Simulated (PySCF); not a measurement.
A structure optimised at PBE0-D3(BJ)/def2-SVP, used in a PySCF frequency run:

```
Mo
N 1 1.7173
H 2 1.0180 1 155.01
N 1 1.7173 2 110.04 3 -9.02
H 4 1.0180 1 155.01 2 9.02
F 1 1.8683 2 113.56 3 119.53
C 1 2.1012 2 103.07 3 -118.39
H 7 1.0988 1 112.97 2 57.26
H 7 1.1025 8 108.89 1 -119.95
H 7 1.1025 8 108.89 9 -120.09
```
Charge 0, spin multiplicity 1.

Task: Write its SMILES, formula and point group.

Result: [CH3][Mo](=[NH])(=[NH])[F], CH5FMoN2, Cs

Task: What are its rotational constants (standard atomic weights)?

Result: 3.6088, 3.1153, 2.9180 GHz
